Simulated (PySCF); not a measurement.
A series of related molecules.

All values: B3LYP/def2-SVPD (PySCF) at GFN2-xTB geometries, gas phase, one conformer each. Core orbitals are frozen in the response; Δα² is half the sum of the squared differences of the principal polarisabilities.

Question: Rank by HOMO–LUMO gap, highest first.
A. `CC(=O)C(=O)C[SiH2]O`
B. `CC(=O)C[SiH2]O`
C. `O=CC[SiH2]O`
D. `CNC(=O)C[SiH2]O`
E. `C#CC(=O)C[SiH2]O`

Answer: D (7.33 eV), B (6.21 eV), C (6.03 eV), E (5.49 eV), A (4.53 eV).

Question: Rank by HOMO energy, lowest first.
A. `CC#CC(=O)C[SiH2]O`
B. `CC(=O)C[SiH2]O`
C. `FC(C(C[SiH2]O)=O)(F)F`
D. `O=C(C[SiH2]O)C(F)F`

Answer: C (-8.14 eV), D (-7.97 eV), A (-7.60 eV), B (-7.37 eV).

Question: Rank by dipole moment, lowest first.
A. `[CH:1]#[C:2][C:3](=[O:4])[CH2:5][SiH2:6][OH:7]` with C2–C3–C5–Si6 111°, C3–C5–Si6–O7 46°, C5–Si6–O7–H -17°
B. `[O:1]=[C:2]([CH2:3][SiH2:4][OH:5])[C:6]([F:7])([F:8])[F:9]` with O1–C2–C3–Si4 81°, C2–C3–Si4–O5 78°, C3–Si4–O5–H -57°
C. `[CH3:1][NH:2][C:3](=[O:4])[CH2:5][SiH2:6][OH:7]` with C1–N2–C3–O4 0°, N2–C3–C5–Si6 -119°, C3–C5–Si6–O7 -40°, C5–Si6–O7–H 12°
D. `[O:1]=[CH:2][CH2:3][SiH2:4][OH:5]` with O1–C2–C3–Si4 68°, C2–C3–Si4–O5 -48°, C3–Si4–O5–H 17°
E. `[CH3:1][C:2](=[O:3])[C:4](=[O:5])[CH2:6][SiH2:7][OH:8]` with C1–C2–C4–O5 -40°, C2–C4–C6–Si7 88°, C4–C6–Si7–O8 -64°, C6–Si7–O8–H 10°
F. `[O:1]=[C:2]([CH2:3][SiH2:4][OH:5])[CH:6]([F:7])[F:8]` with O1–C2–C3–Si4 -71°, C2–C3–Si4–O5 48°, C3–Si4–O5–H -18°, O1–C2–C6–F7 112°

Answer: F (1.40 D), B (2.10 D), E (2.84 D), D (3.01 D), A (3.56 D), C (4.80 D).

All values together:

```
               SMILES                       change     formula  μ (D)  HOMO (eV)  LUMO (eV)  α (Å³)  Δα (Å³)  electrons  α per electron (Å³)
          O=CC[SiH2]O                       parent    C2H6O2Si   3.01      -7.57      -1.54    8.48     1.89         48                0.177
  CC(=O)C(=O)C[SiH2]O     H on C replaced by COCH3    C4H8O3Si   2.84      -7.28      -2.76   12.29     4.34         70                0.176
   O=C(C[SiH2]O)C(F)F      H on C replaced by CHF2  C3H6F2O2Si   1.40      -7.97      -2.06   10.36     2.30         72                0.144
      CNC(=O)C[SiH2]O     H on C replaced by NHCH3   C3H9NO2Si   4.80      -7.52      -0.20   11.63     4.14         64                0.182
    CC#CC(=O)C[SiH2]O  H on C replaced by propynyl    C5H8O2Si   4.69      -7.60      -2.05   14.10     8.40         68                0.207
     C#CC(=O)C[SiH2]O   H on C replaced by ethynyl    C4H6O2Si   3.56      -7.89      -2.41   11.71     5.54         60                0.195
       CC(=O)C[SiH2]O       H on C replaced by CH3    C3H8O2Si   3.45      -7.37      -1.15   10.20     2.42         56                0.182
O=C(C[SiH2]O)C(F)(F)F       H on C replaced by CF3  C3H5F3O2Si   2.10      -8.14      -2.09   10.51     2.49         80                0.131
```

Conformers: `[O:1]=[CH:2][CH2:3][SiH2:4][OH:5]` with O1–C2–C3–Si4 68°, C2–C3–Si4–O5 -48°, C3–Si4–O5–H 17°; `[CH3:1][C:2](=[O:3])[C:4](=[O:5])[CH2:6][SiH2:7][OH:8]` with C1–C2–C4–O5 -40°, C2–C4–C6–Si7 88°, C4–C6–Si7–O8 -64°, C6–Si7–O8–H 10°; `[O:1]=[C:2]([CH2:3][SiH2:4][OH:5])[CH:6]([F:7])[F:8]` with O1–C2–C3–Si4 -71°, C2–C3–Si4–O5 48°, C3–Si4–O5–H -18°, O1–C2–C6–F7 112°; `[CH3:1][NH:2][C:3](=[O:4])[CH2:5][SiH2:6][OH:7]` with C1–N2–C3–O4 0°, N2–C3–C5–Si6 -119°, C3–C5–Si6–O7 -40°, C5–Si6–O7–H 12°; `[CH3:1][C:2]#[C:3][C:4](=[O:5])[CH2:6][SiH2:7][OH:8]` with C3–C4–C6–Si7 112°, C4–C6–Si7–O8 45°, C6–Si7–O8–H -16°; `[CH:1]#[C:2][C:3](=[O:4])[CH2:5][SiH2:6][OH:7]` with C2–C3–C5–Si6 111°, C3–C5–Si6–O7 46°, C5–Si6–O7–H -17°; `[CH3:1][C:2](=[O:3])[CH2:4][SiH2:5][OH:6]` with C1–C2–C4–Si5 -109°, C2–C4–Si5–O6 -46°, C4–Si5–O6–H 15°; `[O:1]=[C:2]([CH2:3][SiH2:4][OH:5])[C:6]([F:7])([F:8])[F:9]` with O1–C2–C3–Si4 81°, C2–C3–Si4–O5 78°, C3–Si4–O5–H -57°.

Q: Give the shifts from the parent, `O=CC[SiH2]O`.

A: 
```csv
SMILES,change in μ (D),change in HOMO (eV),change in LUMO (eV),change in mean α (Å³)
CC(=O)C(=O)C[SiH2]O,-0.17,+0.29,-1.22,+3.81
O=C(C[SiH2]O)C(F)F,-1.61,-0.40,-0.52,+1.88
CNC(=O)C[SiH2]O,+1.79,+0.05,+1.34,+3.15
CC#CC(=O)C[SiH2]O,+1.68,-0.03,-0.51,+5.62
C#CC(=O)C[SiH2]O,+0.55,-0.32,-0.87,+3.23
CC(=O)C[SiH2]O,+0.44,+0.20,+0.39,+1.72
O=C(C[SiH2]O)C(F)(F)F,-0.91,-0.57,-0.55,+2.03
```

Q: How closely does the mean polarisability follow the number of electrons in this set?

A: The correlation coefficient is 0.43; α per electron runs from 0.131 to 0.207 Å³.
